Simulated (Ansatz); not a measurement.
Geometry optimisation, DFT LDA, scalar-relativistic, plane waves, PAW (Ansatz).

The input (input.yaml):

```yaml
crystal:
  lattice:
    - [0.0, 5.43, 5.43]
    - [5.43, 0.0, 5.43]
    - [5.43, 5.43, 0.0]
  atoms:
    - { symbol: Si, position: [0.0, 0.0, 0.0] }
    - { symbol: Si, position: [0.125, 0.125, 0.125] }
    - { symbol: Si, position: [0.0, 0.0, 0.5] }
    - { symbol: Si, position: [0.125, 0.125, 0.625] }
    - { symbol: Si, position: [0.0, 0.5, 0.0] }
    - { symbol: Si, position: [0.125, 0.625, 0.125] }
    - { symbol: Si, position: [0.0, 0.5, 0.5] }
    - { symbol: Si, position: [0.125, 0.625, 0.625] }
    - { symbol: Si, position: [0.5, 0.0, 0.0] }
    - { symbol: Si, position: [0.625, 0.125, 0.125] }
    - { symbol: Si, position: [0.5, 0.0, 0.5] }
    - { symbol: Si, position: [0.625, 0.125, 0.625] }
    - { symbol: Si, position: [0.5, 0.5, 0.0] }
    - { symbol: Si, position: [0.625, 0.625, 0.125] }
    - { symbol: Si, position: [0.5, 0.5, 0.5] }
    - { symbol: Si, position: [0.625, 0.625, 0.625] }
    - { symbol: O, position: [0.0641907, 0.7998192, 0.3111919], spin: 1.0 }
magnetization:
  spin_polarized: true
basis:
  ecutwfc: 420.0
kpoints:
  mp_grid: { grid: [2, 2, 2] }
hamiltonian:
  xc: lda
  pseudopotentials: { kind: paw, azcp: { folder: soft_1 } }
scf:
  occupations: { method: fermi_dirac, width: 0.02 }
  lower_state_search: "off"
relax:
  f_tol: 0.08
  max_steps: 25
  adjacent_minimum: "off"
```

Run as:

```bash
$ ansatz run input.yaml --threads 1 --pin off --max-ram 3072MiB --backend cpu --events-out ev --progress --plain --runs-dir out
```

Problem. Where does it end, and by what steps?

Solution. It converged. Limits of this set-up: coarse k mesh, PAW files made for another functional, a small cell, in which the defect meets its images. After 8 steps the energy has fallen by 2.483 eV; O17 moved furthest, 0.88 Å.

```csv
step,energy less start (eV),largest force component (eV/Å),accepted
0,0.0000,0.537,yes
1,-0.0556,0.718,yes
2,-0.3017,1.240,yes
3,-0.7164,1.228,yes
4,-1.3870,1.802,yes
5,-2.3133,1.182,yes
6,-2.4381,0.391,yes
7,-2.4756,0.151,yes
8,-2.4831,0.028,yes
```

```xyz
17
Lattice="0.0000 5.4300 5.4300 5.4300 0.0000 5.4300 5.4300 5.4300 0.0000" Properties=species:S:1:pos:R:3
Si -0.077 -0.231 0.274
Si 1.342 1.346 1.347
Si 2.685 2.730 -0.005
Si 3.949 3.897 1.603
Si 2.938 0.170 2.612
Si 4.057 1.169 4.378
Si 5.735 2.887 2.685
Si 7.031 4.295 4.001
Si 0.008 2.708 2.719
Si 1.286 4.061 4.151
Si 2.643 5.442 2.811
Si 4.066 6.809 4.086
Si 2.724 2.732 5.440
Si 4.168 4.081 6.729
Si 5.502 5.459 5.363
Si 6.827 6.797 6.759
O 5.448 1.986 4.039
```

Time of the run: 99 s on 1 thread of Arm Neoverse V2, with other jobs on the host, peak memory 0.61 GiB.
